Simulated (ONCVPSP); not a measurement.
## Configuration tests for Cl (ONCV)

ONCVPSP 4.0.1 input, shortened (lines: element, Z, core and valence counts, functional; n l f; lmax; l rc ep ncon nbas qcut; lloc lpopt rc5 dvloc0; l nproj debl; icmod fcfact rcfact), LDA (Perdew-Zunger), scalar-relativistic:

```
  Cl 17.00    3    2        3      upf
    1    0    2.00
    2    0    2.00
    2    1    6.00
    3    0    2.00
    3    1    5.00
    1
    0    0.95    0.00    3    7    7.80
    1    1.05    0.00    3    7    9.40
    4    4    0.65    0.00
    0    1    1.50
    1    3    3.90
    2    0.65    1.10
```

Energies are relative to the spin-unpolarised reference configuration 3s2 3p5; without spin polarisation the order of configurations can differ from experiment.

(1) Give the all-electron excitation energy and the error of the potential for: 3s2 3p4; 3s2 3p3; 3s2 3p2; 3s2 3p1.

Levels in the configuration 3s2 3p1:

```tsv
level	all-electron (eV)	pseudo (eV)
3s	-73.798	-73.135
3p	-59.689	-58.913
```

Note: ghosts flagged at negative energy: p at -151.2 eV, s at -6.6 eV; GHOST(+) flags only above 600 eV. A true bound ghost makes a file unfit for plane-wave use.

Results:

(1)

| valence configuration | charge | ΔE all-electron (eV) | error AE − PS (meV) |
| --- | --- | --- | --- |
| 3s2 3p4 | +1 | 13.972 | +6.1 |
| 3s2 3p3 | +2 | 39.500 | +63 |
| 3s2 3p2 | +3 | 77.895 | +262 |
| 3s2 3p1 | +4 | 130.265 | +784 |
